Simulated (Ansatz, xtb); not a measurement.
**Relative energy of two isomers of C5H5ClS**

We compare a, `Cc1cscc1Cl`, a singlet, with b, `Cc1ccc(Cl)s1`, a singlet. Both are isolated molecules in the gas phase, relaxed with PBE0-D3(BJ)/def2-SVP.

Q: Which of the two would you expect CCSD(T)/def2-SVP + ΔMP2/def2-TZVPP electronic energies to favour?

A: Structure a; the calculation gives E(b) − E(a) = +3.5 kcal/mol.

How the difference moves with the method:

| level | geometry | E(b) − E(a) (kcal/mol) | departure from the last row (kcal/mol) | job, with rough time for the two |
| --- | --- | --- | --- | --- |
| GFN2-xTB | GFN2-xTB | +3.3 | −0.2 | optimisation, 2.6 s |
| HF/STO-3G | GFN2-xTB | +1.6 | −1.9 | single point, 4 s |
| r2SCAN-D4/def2-SVP | GFN2-xTB | +2.8 | −0.7 | single point, 23 s |
| PBE0-D3(BJ)/def2-SVP | PBE0-D3(BJ)/def2-SVP | +2.9 | −0.6 | optimisation, 2.4 min |
| HF/def2-SVP | PBE0-D3(BJ)/def2-SVP | +2.8 | −0.6 | part of the CCSD(T) run |
| MP2/def2-SVP | PBE0-D3(BJ)/def2-SVP | +3.1 | −0.3 | part of the CCSD(T) run |
| CCSD(T)/def2-SVP | PBE0-D3(BJ)/def2-SVP | +3.0 | −0.5 | single point |
| CCSD(T)/def2-SVP + ΔMP2/def2-TZVPP | PBE0-D3(BJ)/def2-SVP | +3.5 |  | single point, 4.6 min |

As drawn, both hold the same kinds of bond in the same numbers.

None of the levels shown reverses the order. The largest departure from CCSD(T)/def2-SVP + ΔMP2/def2-TZVPP is that of HF/STO-3G, 1.9 kcal/mol. The last row adds to CCSD(T) the change of the MP2 difference between the two basis sets, here +0.5 kcal/mol.

With thermal terms from frequencies at re-optimised GFN2-xTB minima (ideal gas, soft modes damped towards free rotors, one conformer each, 298.15 K, 1 atm): the zero-point term adds 0.0 kcal/mol; ΔH is +3.5 and ΔG +3.3 kcal/mol.

The correlated steps freeze 15 core orbitals. Codes used: Ansatz 0.2.0, xtb 6.7.1; the last row on 2 threads of AMD EPYC (Zen 3) on a shared host.
